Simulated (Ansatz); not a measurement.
`C[Se][GeH2][Cl]` → `[Cl][GeH]` + `C[SeH]` at 700 K and 1 bar (germylene formation by 1,1-elimination).

Computed with Ansatz on PBE0-D4/def2-TZVP structures; ΔE is electronic, products minus reactants. CCSD(T)/CBS is the MP2 limit (def2-TZVPP, def2-QZVPP) plus CCSD(T) − MP2 in def2-TZVPP, frozen cores. For Ge, Se outer-core shells are correlated without core-valence functions, which leaves a few kJ/mol of doubt a bond. Scalar relativity is left out up to krypton. One conformer a species, not always the lowest.

| species | CCSD(T)/CBS energy (Eh) | H − E (kJ/mol) | S (J/(mol·K)) |
| --- | --- | --- | --- |
| `C[Se][GeH2][Cl]` | -4977.71849 | 218.9 | 479.3 |
| `[Cl][GeH]` | -2536.49422 | 48.2 | 304.3 |
| `C[SeH]` | -2441.15625 | 157.6 | 325.3 |

H − E and S are ideal-gas, rigid-rotor, harmonic terms from PBE0-D4/def2-TZVP, for one conformer and one mirror image of each species. 1 Eh = 2625.50 kJ/mol, R = 8.31446 J/(mol·K).

**Question.** By hand: ΔE, ΔH, ΔS and ΔG.

**Answer.** ΔE = (-2536.49422) + (-2441.15625) − (-4977.71849) = 0.06802 Eh = 178.6 kJ/mol. Δ(H − E) = 48.2 + 157.6 − 218.9 = -13.1, so ΔH = 165.5 kJ/mol. ΔS = 304.3 + 325.3 − 479.3 = 150.3 J/(mol·K). ΔG = 165.5 − 700 × (150.3)/1000 = 60.3 kJ/mol.

**Question.** By hand: the equilibrium constant, and the temperature at which ΔG would vanish if ΔH and ΔS stayed fixed.

**Answer.** log₁₀ K = −ΔG/(RT ln 10) = -4.5. ΔG = 0 at ΔH/ΔS = 1101 K.

The number of gas molecules changes by +1, which sets the sign of ΔS. A doubt of 5 kJ/mol in ΔE shifts log₁₀ K by 0.4 here. Other conformers and mirror images would add mixing entropy, several J/(mol·K) or more a flexible species. Modes under 60 cm⁻¹, often nearly free rotors, make the harmonic entropy too high. These are equilibria of isolated gas molecules and say nothing of rates. Largest T1 diagnostic: 0.013 (customary marks: 0.02 for closed shells, 0.045 for open ones).
